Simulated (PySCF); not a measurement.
**Correlation energy of Ne(4+) (neon, charge +4)**

Starting occupation: [He] 2s2 2p2, 2p1/2 with m_j = -1/2, +1/2. All numbers are calculated (PySCF 2.14, X2C-1e with screened-nucleus spin-orbit coupling, Gaussian nucleus, in x2c-TZVPall-2c (5s3p2d1f, 31 functions)). Frozen: 1s2; 4 electrons correlated.

MP2 pair energies summed by pair of shells (mhartree):

| pair | energy | share (%) |
| --- | --- | --- |
| 2p-2s | -49.53 | 60.7 |
| 2s-2s | -24.74 | 30.3 |
| 2p-2p | -7.27 | 8.9 |

Total MP2 correlation energy: -81.54 mhartree.

The GHF reference relaxed away from the jj start to a determinant that is no pure jj level (⟨S²⟩ = 2.00, ⟨J²⟩ = 1.96); the energies belong to that determinant.
